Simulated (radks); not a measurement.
Ionisation of neutral lead, [Hg] 6p2, to [Hg] 6p1 as the strength of local exchange is varied. Calculated with a radial shooting solver on a logarithmic mesh with Libxc functionals: scalar-relativistic Kohn-Sham, Slater X-alpha exchange (alpha = 2/3 is LDA exchange), no correlation, spin-polarised, spherical densities, finite nucleus; open shells are filled with parallel spins first (spin-orbit coupling, left out, can overturn this in heavy ions); Fermi nuclear charge, rms radius 5.5012 fm.

| alpha | E(Pb) (hartree) | exchange (hartree) | IE (eV) | -e of the level emptied (eV) | <r> of it (bohr) |
|---|---|---|---|---|---|
| 0.667 | -20856.4806 | -366.6940 | 6.384 | 3.397 (6p) | 3.420 |
| 0.755 | -20905.2145 | -416.0828 | 7.078 | 4.014 (6p) | 3.300 |
| 0.823 | -20942.9536 | -454.4073 | 7.637 | 4.519 (6p) | 3.216 |
| 0.968 | -21023.6627 | -536.5952 | 8.891 | 5.674 (6p) | 3.057 |
| 0.98 | -21030.3565 | -543.4253 | 8.999 | 5.774 (6p) | 3.045 |
| ? | -20824.4254 | -334.2705 | 5.944 | 3.013 (6p) | 3.508 |

Which alpha was used in the last row?

Answer. alpha = 0.609. NIST Atomic Spectra Database: 7.417 eV (measured). The Delta-SCF value meets it near alpha = 0.80. Open shells are spherical and high-spin; term and fine-structure splittings are not resolved. Spin-orbit splitting is averaged out at the scalar-relativistic level.
